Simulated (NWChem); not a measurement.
System: C$_{3}$H$_{5}$O, doublet; SMILES [CH]=C(O)C

NWChem printed, in part:

```
             Northwest Computational Chemistry Package (NWChem) 7.3.0
             --------------------------------------------------------

 CS  symmetry detected

                             Geometry "geometry" -> ""
                             -------------------------

 Output coordinates in angstroms (scale by  1.889725989 to convert to a.u.)

  No.       Tag          Charge          X              Y              Z
 ---- ---------------- ---------- -------------- -------------- --------------
    1 C                    6.0000    -1.20423971    -0.84453184     0.00000000
    2 C                    6.0000    -0.11112556    -0.09543763     0.00000000
    3 C                    6.0000    -0.12093752     1.39843799     0.00000000
    4 O                    8.0000     1.16374627    -0.58178811     0.00000000
    5 H                    1.0000    -1.49981644    -1.89114689     0.00000000
    6 H                    1.0000    -1.14584357     1.78819266     0.00000000
    7 H                    1.0000     0.41138076     1.77600506     0.88746600
    8 H                    1.0000     0.41138076     1.77600506    -0.88746600
    9 H                    1.0000     1.13074508    -1.54556211     0.00000000

 Effective nuclear repulsion energy (a.u.)     112.5073496443

      Symmetry information
      --------------------

 Group name             Cs
 Group number              2
 Group order               2
 No. of unique centers     8

                                 NWChem DFT Module
                                 -----------------

 Summary of "ao basis" -> "ao basis" (spherical)
 ------------------------------------------------------------------------------
       Tag                 Description            Shells   Functions and Types
 ---------------- ------------------------------  ------  ---------------------
 C                         def2-svpd                 8       20   4s2p2d
 O                         def2-svpd                 9       23   4s3p2d
 H                         def2-svpd                 4        8   2s2p

      Symmetry analysis of basis
      --------------------------

        a'         84
        a"         39

            General Information
            -------------------
          SCF calculation type: DFT
          Wavefunction type:  spin polarized.
          No. of atoms     :     9
          No. of electrons :    31
           Alpha electrons :    16
            Beta electrons :    15
          Charge           :     0
          Spin multiplicity:     2
          Use of symmetry is: on ; symmetry adaption is: on
          Maximum number of iterations: 150
          AO basis - number of functions:   123
                     number of shells:    53
          Convergence on energy requested:  1.00D-06
          Convergence on density requested:  1.00D-05
          Convergence on gradient requested:  5.00D-04

              XC Information
              --------------
                         B3LYP Method XC Potential
                     Hartree-Fock (Exact) Exchange  0.200
                        Slater Exchange Functional  0.800 local
                    Becke 1988 Exchange Functional  0.720 non-local
              Lee-Yang-Parr Correlation Functional  0.810
                  VWN I RPA Correlation Functional  0.190 local

             Grid Information
             ----------------
          Grid used for XC integration:  medium
          Radial quadrature: Mura-Knowles
          Angular quadrature: Lebedev.
          Tag              B.-S. Rad. Rad. Pts. Rad. Cut. Ang. Pts.
          ---              ---------- --------- --------- ---------
          C                   0.70       49          10.0       434
          O                   0.60       49          10.0       434
          H                   0.35       45          11.0       434
          Grid pruning is: on
          Number of quadrature shells:   376
          Spatial weights used:  Erf1

      Superposition of Atomic Density Guess
      -------------------------------------

 Sum of atomic energies:        -190.06584399

      Non-variational initial energy
      ------------------------------

 Total energy =    -192.206558
 1-e energy   =    -479.121295
 2-e energy   =     174.407387
 HOMO         =      -0.198911
 LUMO         =       0.058785

   Symmetry analysis of molecular orbitals - initial alpha
   -------------------------------------------------------

  Numbering of irreducible representations:

     1 a'          2 a"

  Orbital symmetries:

     1 a'          2 a'          3 a'          4 a'          5 a'
     6 a'          7 a'          8 a'          9 a'         10 a'
    11 a"         12 a'         13 a"         14 a'         15 a"
    16 a'         17 a"         18 a'         19 a'         20 a'
    21 a"         22 a'         23 a'         24 a'         25 a'
    26 a"

   Symmetry analysis of molecular orbitals - initial beta
   ------------------------------------------------------

  Numbering of irreducible representations:

     1 a'          2 a"

  Orbital symmetries:

     1 a'          2 a'          3 a'          4 a'          5 a'
     6 a'          7 a'          8 a'          9 a'         10 a'
    11 a"         12 a'         13 a"         14 a'         15 a"
    16 a'         17 a"         18 a'         19 a'         20 a'
    21 a"         22 a'         23 a'         24 a'         25 a'
    26 a"

     ---------------------------------------------
      Total Density - Mulliken Population Analysis
     ---------------------------------------------

    Atom       Charge   Shell Charges
 -----------   ------   -------------------------------------------------------
    1 C    6     6.13   1.99  1.03  0.50 -0.02  1.85  0.78  0.02 -0.01
    2 C    6     5.88   1.99  0.95  0.06  0.00  1.74  0.82  0.08  0.24
    3 C    6     5.96   1.99  0.99 -0.36  0.09  2.06  1.11  0.02  0.05
    4 O    8     8.69   1.99  1.11  0.65  0.01  2.97  1.81  0.11  0.01  0.02
    5 H    1     1.04   0.65  0.33  0.03  0.03
    6 H    1     0.84   0.68  0.04  0.02  0.09
    7 H    1     0.88   0.67  0.11  0.02  0.07
    8 H    1     0.88   0.67  0.11  0.02  0.07
    9 H    1     0.71   0.57  0.08  0.06  0.01

     --------------------------------------------
      Spin Density - Mulliken Population Analysis
     --------------------------------------------

    Atom       Charge   Shell Charges
 -----------   ------   -------------------------------------------------------
    1 C    6     0.77   0.00  0.03  0.03  0.02  0.41  0.27  0.00 -0.00
    2 C    6     0.08   0.00  0.01  0.00 -0.00  0.01  0.04  0.01  0.01
    3 C    6     0.03   0.00  0.00 -0.00  0.01  0.02  0.00  0.00 -0.01
    4 O    8     0.09   0.00  0.00 -0.01  0.02  0.05  0.01  0.00  0.00 -0.00
    5 H    1     0.06   0.02  0.01  0.00  0.02
    6 H    1    -0.00   0.00 -0.01  0.00  0.01
    7 H    1     0.00   0.00  0.00  0.00  0.00
    8 H    1     0.00   0.00  0.00  0.00  0.00
    9 H    1    -0.02  -0.00 -0.03  0.00  0.00

   convergence    iter        energy       DeltaE   RMS-Dens  Diis-err
 ---------------- ----- ----------------- --------- --------- ---------
 d= 0,ls=0.0,diis     1   -192.2576311303 -3.05D+02  8.37D-03  1.22D-01
                                                     7.32D-03  1.22D-01
 d= 0,ls=0.0,diis     2   -192.2827413963 -2.51D-02  2.19D-03  9.38D-02
                                                     2.23D-03  9.18D-02
 d= 0,ls=0.0,diis     3   -192.3105430798 -2.78D-02  9.44D-04  2.18D-02
                                                     7.15D-04  2.11D-02
 d= 0,ls=0.0,diis     4   -192.3181118220 -7.57D-03  2.84D-04  9.98D-04
                                                     3.22D-04  1.35D-03
 d= 0,ls=0.0,diis     5   -192.3185594575 -4.48D-04  1.81D-04  3.73D-04
                                                     1.00D-04  2.02D-04
  Resetting Diis
 d= 0,ls=0.0,diis     6   -192.3187271934 -1.68D-04  6.65D-05  8.50D-06
                                                     6.29D-05  1.72D-05
 d= 0,ls=0.0,diis     7   -192.3187471415 -1.99D-05  4.54D-05  4.91D-06
                                                     3.80D-05  4.04D-06
 d= 0,ls=0.0,diis     8   -192.3187532685 -6.13D-06  1.80D-05  4.14D-06
                                                     2.08D-05  5.03D-06
 d= 0,ls=0.0,diis     9   -192.3187566622 -3.39D-06  3.19D-05  9.22D-07
                                                     2.35D-05  3.41D-07
 d= 0,ls=0.0,diis    10   -192.3187587860 -2.12D-06  1.27D-05  5.70D-07
                                                     1.75D-05  1.10D-06
 d= 0,ls=0.0,diis    11   -192.3187595832 -7.97D-07  2.06D-06  1.74D-08
                                                     1.95D-06  1.96D-08

         Total DFT energy =     -192.318759583174
      One electron energy =     -482.433725132426
           Coulomb energy =      204.234728616373
    Exchange-Corr. energy =      -26.627112711420
 Nuclear repulsion energy =      112.507349644299

 Numeric. integr. density =       30.999999308991

                  Occupations of the irreducible representations
                  ----------------------------------------------

                     irrep           alpha         beta
                     --------     --------     --------
                     a'               13.0         12.0
                     a"                3.0          3.0

                    DFT Final Alpha Molecular Orbital Analysis
                    ------------------------------------------

 Vector   14  Occ=1.000000D+00  E=-3.740288D-01  Symmetry=a"
              MO Center=  6.1D-01,  3.3D-01,  9.1D-15, r^2= 2.4D+00
   Bfn.  Coefficient  Atom+Function         Bfn.  Coefficient  Atom+Function
  ----- ------------  ---------------      ----- ------------  ---------------
    67      0.457961  4 O  pz                70      0.312755  4 O  pz
    47     -0.297380  3 C  pz               100     -0.225139  7 H  s
   108      0.225139  8 H  s                 27      0.149323  2 C  pz
   101     -0.106632  7 H  s                109      0.106632  8 H  s
    50     -0.096155  3 C  pz                 7      0.081989  1 C  pz

 Vector   15  Occ=1.000000D+00  E=-2.540577D-01  Symmetry=a'
              MO Center= -1.1D+00, -6.5D-01,  7.4D-17, r^2= 1.8D+00
   Bfn.  Coefficient  Atom+Function         Bfn.  Coefficient  Atom+Function
  ----- ------------  ---------------      ----- ------------  ---------------
     5      0.452510  1 C  px                 6     -0.339659  1 C  py
     8      0.333818  1 C  px                65      0.211004  4 O  px
     2     -0.184810  1 C  s                  4     -0.184863  1 C  s
     9     -0.183503  1 C  py                68      0.152942  4 O  px
    85      0.149158  5 H  s                 84      0.135598  5 H  s

 Vector   16  Occ=1.000000D+00  E=-2.485953D-01  Symmetry=a"
              MO Center= -4.7D-01, -5.5D-01,  1.2D-16, r^2= 2.2D+00
   Bfn.  Coefficient  Atom+Function         Bfn.  Coefficient  Atom+Function
  ----- ------------  ---------------      ----- ------------  ---------------
     7      0.463179  1 C  pz                67     -0.316963  4 O  pz
    27      0.287556  2 C  pz                70     -0.225321  4 O  pz
    10      0.221442  1 C  pz                30      0.164913  2 C  pz
   100     -0.085879  7 H  s                108      0.085879  8 H  s
    39      0.079636  2 C  d  1              37     -0.066887  2 C  d -1

 Vector   17  Occ=0.000000D+00  E= 7.377923D-03  Symmetry=a'
              MO Center=  5.9D-01, -1.3D+00,  6.1D-13, r^2= 7.5D+00
   Bfn.  Coefficient  Atom+Function         Bfn.  Coefficient  Atom+Function
  ----- ------------  ---------------      ----- ------------  ---------------
     4      1.800363  1 C  s                 85     -1.808574  5 H  s
    44      1.243802  3 C  s                  3      1.042832  1 C  s
    93     -0.996206  6 H  s                 64      0.986230  4 O  s
   117     -0.945472  9 H  s                 23     -0.614703  2 C  s
    72     -0.606972  4 O  py                28      0.500796  2 C  px

 Vector   18  Occ=0.000000D+00  E= 1.566344D-02  Symmetry=a"
              MO Center= -4.4D-01, -3.1D-01, -4.9D-14, r^2= 3.5D+00
   Bfn.  Coefficient  Atom+Function         Bfn.  Coefficient  Atom+Function
  ----- ------------  ---------------      ----- ------------  ---------------
    27      0.503851  2 C  pz                30      0.448420  2 C  pz
     7     -0.343098  1 C  pz                73     -0.231864  4 O  pz
    10     -0.200220  1 C  pz                91     -0.194813  5 H  pz
    67     -0.155475  4 O  pz                70     -0.147279  4 O  pz
    39     -0.132783  2 C  d  1              59      0.129985  3 C  d  1

 Vector   19  Occ=0.000000D+00  E= 4.322554D-02  Symmetry=a'
              MO Center=  2.1D-01,  1.2D+00,  3.7D-14, r^2= 9.5D+00
   Bfn.  Coefficient  Atom+Function         Bfn.  Coefficient  Atom+Function
  ----- ------------  ---------------      ----- ------------  ---------------
    44      3.768089  3 C  s                 24     -2.313235  2 C  s
    43      2.231364  3 C  s                101     -1.659597  7 H  s
   109     -1.659597  8 H  s                 93     -1.546137  6 H  s
     4      1.131915  1 C  s                117      0.842107  9 H  s
   107      0.538549  7 H  pz               115     -0.538549  8 H  pz

                     DFT Final Beta Molecular Orbital Analysis
                     -----------------------------------------

 Vector   13  Occ=1.000000D+00  E=-3.782759D-01  Symmetry=a'
              MO Center=  3.5D-01, -1.8D-02,  3.7D-15, r^2= 2.5D+00
   Bfn.  Coefficient  Atom+Function         Bfn.  Coefficient  Atom+Function
  ----- ------------  ---------------      ----- ------------  ---------------
    46     -0.283408  3 C  py                26      0.268189  2 C  py
    65     -0.263433  4 O  px                66     -0.263566  4 O  py
     3     -0.207590  1 C  s                116      0.198329  9 H  s
    24      0.189902  2 C  s                 25      0.184641  2 C  px
    49     -0.180478  3 C  py                63     -0.180110  4 O  s

 Vector   14  Occ=1.000000D+00  E=-3.742226D-01  Symmetry=a"
              MO Center=  6.1D-01,  3.4D-01,  4.1D-15, r^2= 2.4D+00
   Bfn.  Coefficient  Atom+Function         Bfn.  Coefficient  Atom+Function
  ----- ------------  ---------------      ----- ------------  ---------------
    67      0.458402  4 O  pz                70      0.313107  4 O  pz
    47     -0.298320  3 C  pz               100     -0.226557  7 H  s
   108      0.226557  8 H  s                 27      0.150354  2 C  pz
   101     -0.106377  7 H  s                109      0.106377  8 H  s
    50     -0.097813  3 C  pz                 7      0.069018  1 C  pz

 Vector   15  Occ=1.000000D+00  E=-2.358103D-01  Symmetry=a"
              MO Center= -3.8D-01, -4.9D-01,  9.4D-16, r^2= 2.2D+00
   Bfn.  Coefficient  Atom+Function         Bfn.  Coefficient  Atom+Function
  ----- ------------  ---------------      ----- ------------  ---------------
     7      0.418208  1 C  pz                27      0.336102  2 C  pz
    67     -0.324354  4 O  pz                70     -0.231106  4 O  pz
    30      0.221745  2 C  pz                10      0.168488  1 C  pz
    39      0.105655  2 C  d  1             100     -0.095348  7 H  s
   108      0.095348  8 H  s                 37     -0.076514  2 C  d -1

[...]
```

Level: B3LYP/def2-SVPD, spin-unrestricted. In the optimisation the excess spin sits in a' (Cs, its own frame). All runs use the structure optimised with PBE0/def2-SVP, spin-unrestricted. No stability test was run on the SCF state. B3LYP is NWChem's, with the RPA form of VWN correlation.

Reconstruct the input file.

This is not unique; one that fits is the input that was run:
```
start job
memory heap 200 mb stack 900 mb global 1100 mb
geometry units angstroms noautoz
  C     -1.282436    -0.720288     0.000000
  C     -0.120406    -0.083321     0.000000
  C      0.018017     1.404160     0.000000
  O      1.099934    -0.693735     0.000000
  H     -1.680375    -1.732421     0.000000
  H     -0.963172     1.893659     0.000000
  H      0.585163     1.727061     0.887466
  H      0.585163     1.727061    -0.887466
  H      0.971493    -1.649482     0.000000
end
basis spherical
  * library def2-svpd
end
dft
  odft
  mult 2
  xc b3lyp
  iterations 150
  mulliken
end
task dft energy
```
